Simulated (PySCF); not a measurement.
C4H2BrCl, SMILES C(/C#C)=C(\Cl)Br.

Geometry: B3LYP-D3(BJ)/def2-SVP. The structure was generated by enumeration; whether it is a known compound was not checked.

All values below come from M06-2X/def2-TZVP (PySCF).

Symmetry labels are those of the subgroup Cs that the program uses (full group Cs).

Q: List the valence orbital energies around the gap with their symmetry. (Estimate from the structure and the level; the computed values follow.)

A: 
```tsv
orbital	symmetry	energy (eV)
HOMO−7	A"	-13.20
HOMO−6	A'	-12.92
HOMO−5	A'	-11.07
HOMO−4	A"	-11.01
HOMO−3	A"	-10.27
HOMO−2	A'	-10.04
HOMO−1	A'	-9.56
HOMO	A"	-8.20
LUMO	A"	-0.77
LUMO+1	A'	0.25
LUMO+2	A'	1.21
LUMO+3	A'	2.32
```
